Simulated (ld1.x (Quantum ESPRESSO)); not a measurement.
**cadmium (Cd), ultrasoft: configuration errors across variants**

```
Element                 : cadmium (Cd)
Generator               : ld1.x (Quantum ESPRESSO) 7.5
Type                    : ultrasoft
Functional              : BP86
Relativity              : fully relativistic
Frozen core             : [Kr] 4d10
Valence charge          : 2
Reference configuration : 5s1.5 5p0.5
Partial waves           : 5s (bound): rcut 2.20, rcutus 2.70 bohr; 5s channel at 0.35 Ry: rcut 2.20, rcutus 2.70 bohr; 5p (bound): rcut 2.30, rcutus 2.60 bohr; 5p channel at 1.95 Ry: rcut 2.30, rcutus 2.60 bohr; 5d channel at 0.05 Ry: rcut 2.30, rcutus 2.95 bohr; 5d channel at 1.15 Ry: rcut 2.30, rcutus 2.95 bohr
Local potential         : all-electron potential smoothed inside 2.65 bohr (lloc = -1)
Core correction         : a·sin(br)/r model core, default radius (core density twice the valence density)
Augmentation charge     : PSQ, inside the norm-conserving radii
```

Open shells are filled in proportion to 2j + 1 (rel_dist='average').

All-electron excitation energies from the reference (eV): (1) 5s2 5p0 -2.319; (2) 5s1 5p0 7.153; (3) 5s1.5 5p0 1.491; (4) 5s0 5p1 12.986; (5) 5s1 5p1 2.395; (6) 5s0 5p2 7.419.

The default core radius of the base comes out at 2.26 bohr.

A true bound ghost makes a file unfit for plane-wave use even where its test errors are small: the radial tests pick states by their node count and pass the ghost by.

Errors AE − PS in meV (a dash: test not solved or not reliable):

```tsv
change	(1)	(2)	(3)	(4)	(5)	(6)	bound ghosts
base	-7.5	-66	-4.8	-156	-6.8	-55	d5/2, d3/2
core correction a·sin(br)/r model core inside 1.14 bohr	-8.6	-67	-5.1	-170	-8.0	-68	d5/2, d3/2
core correction a·sin(br)/r model core inside 1.46 bohr	-8.6	-67	-5.1	-170	-8.0	-68	d5/2, d3/2
core correction a·sin(br)/r model core inside 1.84 bohr	-8.4	-67	-5.0	-169	-7.9	-67	d5/2, d3/2
core correction a·sin(br)/r model core inside 2.18 bohr	-7.7	-66	-4.8	-160	-7.1	-57	d5/2, d3/2
core correction a·sin(br)/r model core inside 2.38 bohr	-6.8	-65	-4.7	-145	-5.9	-45	d5/2, d3/2
core correction a·sin(br)/r model core inside 3.10 bohr	+0.1	-47	-2.9	-27	+2.5	+48	d5/2, d3/2
```

(1) Give the same row for: core correction a·sin(br)/r model core inside 2.78 bohr.

Answers

(1) -3.7, -58, -4.1, -93, -2.1, -3.3; bound ghosts: d5/2, d3/2.
